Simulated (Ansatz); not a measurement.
Two isomers of C2H5BF2: A = `CCB(F)F`, B = `CC(F)BF`.

Isolated molecules relaxed with PBE0-D4/def2-TZVP in Ansatz; ΔE leaves out vibrations. CBS: MP2 limit from def2 TZ/QZ plus the TZ coupled-cluster correction, frozen cores. DFT in def2-TZVPP. One conformer a species, not always the lowest.

(1) Which isomer does CCSD(T)/CBS put lower? Give the gap. (Best estimate.)

(2) Give E(B) − E(A) in kcal/mol with MP2/def2-TZVPP, PBE-D4, HF/def2-TZVPP, ωB97M-V, r2SCAN-D4, PBE0-D4, CCSD(T)/def2-TZVPP. (Best estimate.)

Largest T1 diagnostic: 0.012.

Answers

(1) Computed: A, by 59.9 kcal/mol.

(2) Ansatz gave: MP2/def2-TZVPP 62.0, PBE-D4 57.7, HF/def2-TZVPP 59.3, ωB97M-V 59.1, r2SCAN-D4 59.9, PBE0-D4 59.2, CCSD(T)/def2-TZVPP 60.1. None reverses the order clearly.

In def2-TZVPP, CCSD(T) changes the Hartree–Fock value by +0.8 kcal/mol (the triples alone add −0.1 kcal/mol) and MP2 by +2.7 kcal/mol. From PBE to PBE0 (25 % exact exchange), in def2-TZVPP and without D4, E(B) − E(A) moves by +1.5 kcal/mol.
